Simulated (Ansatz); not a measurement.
`CN([SiH2]O)[SiH2]F` at its PBE0-D4/def2-TZVP geometry, where that method's forces vanish. Total charge 0; spin multiplicity 1.

```xyz
14

C    -0.6382    1.4305    0.2624
N     0.1162    0.2405   -0.1464
Si    0.7982   -0.7164    1.1198
O    -0.3224   -1.3713    2.1295
Si    0.1143   -0.1916   -1.7979
F    -1.2697   -0.8714   -2.2427
H    -0.1344    1.9375    1.0906
H    -1.6526    1.1820    0.5866
H    -0.7112    2.1430   -0.5637
H     1.5959    0.1554    2.0115
H     1.6122   -1.7627    0.4532
H    -0.9228   -2.0242    1.7663
H     0.2355    1.0336   -2.6217
H     1.1792   -1.1848   -2.0477
```

**Question.** What forces (eV/Å) does ωB97M-V/def2-TZVPP give on these atoms in Ansatz 0.2.0? (An estimate is asked.)

**Answer.** The calculation gave: 
```
C1  -0.160  0.237  0.086
N2   0.110 -0.180 -0.054
Si3  0.278  0.030  0.002
O4  -0.087 -0.064  0.020
Si5  0.247  0.077 -0.134
F6  -0.110 -0.050 -0.028
H7  -0.041 -0.036 -0.062
H8   0.084  0.021 -0.028
H9   0.003 -0.049  0.068
H10 -0.092 -0.093 -0.099
H11 -0.093  0.112  0.074
H12  0.004  0.018  0.031
H13 -0.017 -0.138  0.096
H14 -0.125  0.115  0.029
```
